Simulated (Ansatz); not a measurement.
Steps of a relaxation of CH$_{3}$AlFI (`F[CH2][AlH][I]`) with RKS PBE0-D4/def2-TZVP.

```sh
$ ansatz run in.yaml --threads 2 --pin off --events-out ev --progress --plain --max-ram 4352MiB
```

```yaml
crystal:
  periodic: [false, false, false]
  atoms:
    - {symbol: F, position_ang: [-0.751225, 1.574179, 0.719285]}
    - {symbol: C, position_ang: [0.148228, 0.515021, 0.797458]}
    - {symbol: Al, position_ang: [0.062589, -0.724852, -0.759929]}
    - {symbol: I, position_ang: [-1.580063, -0.301886, -2.575023]}
    - {symbol: H, position_ang: [-0.032898, -0.056573, 1.742525]}
    - {symbol: H, position_ang: [1.187707, 0.917547, 0.898400]}
    - {symbol: H, position_ang: [1.026762, -1.991336, -0.868616]}
basis:
  gaussian: {orbitals: def2-TZVP}
hamiltonian: {xc: pbe0, dispersion: d4}
relax: {f_tol: 0.005, max_steps: 150}
```

Positions (Å) and forces (eV/Å) along the path, 5 of 5 steps:

```xyz
7
step=1 energy=-18497.0343 eV
F    -0.751    1.574    0.719    0.229   -0.211    0.089
C     0.148    0.515    0.797    0.424   -0.262    0.303
Al    0.063   -0.725   -0.760   -0.048    0.016   -0.042
I    -1.580   -0.302   -2.575    0.142   -0.031    0.161
H    -0.033   -0.057    1.743   -0.005    0.402   -0.490
H     1.188    0.918    0.898   -0.625   -0.090   -0.060
H     1.027   -1.991   -0.869   -0.117    0.176    0.039
7
step=2 energy=-18497.0549 eV
F    -0.742    1.558    0.717   -0.028    0.038    0.006
C     0.154    0.502    0.790    0.200   -0.119    0.147
Al    0.058   -0.724   -0.765    0.099    0.005    0.143
I    -1.567   -0.296   -2.552   -0.076    0.022   -0.083
H    -0.035   -0.049    1.729    0.008    0.099   -0.172
H     1.173    0.917    0.893   -0.189   -0.057   -0.038
H     1.020   -1.976   -0.858   -0.014    0.013   -0.003
7
step=3 energy=-18497.0571 eV
F    -0.742    1.556    0.717   -0.035    0.039   -0.004
C     0.156    0.500    0.791    0.040   -0.049    0.002
Al    0.062   -0.725   -0.760   -0.003    0.008    0.006
I    -1.570   -0.292   -2.554    0.004   -0.001    0.003
H    -0.034   -0.047    1.725   -0.010   -0.004    0.004
H     1.168    0.917    0.891    0.005    0.009   -0.007
H     1.021   -1.977   -0.855   -0.001   -0.003   -0.004
7
step=4 energy=-18497.0572 eV
F    -0.743    1.555    0.716   -0.020    0.022   -0.003
C     0.157    0.500    0.791    0.024   -0.028    0.001
Al    0.062   -0.725   -0.759   -0.002    0.000   -0.002
I    -1.568   -0.291   -2.553    0.000    0.001    0.000
H    -0.034   -0.046    1.725   -0.003    0.001    0.003
H     1.168    0.918    0.890    0.001    0.005    0.000
H     1.020   -1.978   -0.857    0.000   -0.001    0.000
7
step=5 energy=-18497.0572 eV
F    -0.745    1.553    0.715    0.001   -0.002    0.000
C     0.158    0.499    0.792   -0.001    0.002    0.001
Al    0.063   -0.726   -0.758   -0.001    0.000   -0.001
I    -1.567   -0.289   -2.553    0.000    0.001    0.001
H    -0.032   -0.046    1.727    0.001    0.000    0.000
H     1.167    0.921    0.889   -0.001    0.000    0.000
H     1.018   -1.980   -0.857    0.001   -0.002    0.000
```

Run time 22 s (2 threads of an Arm Neoverse V2 on a shared host); peak host memory 0.39 GiB.
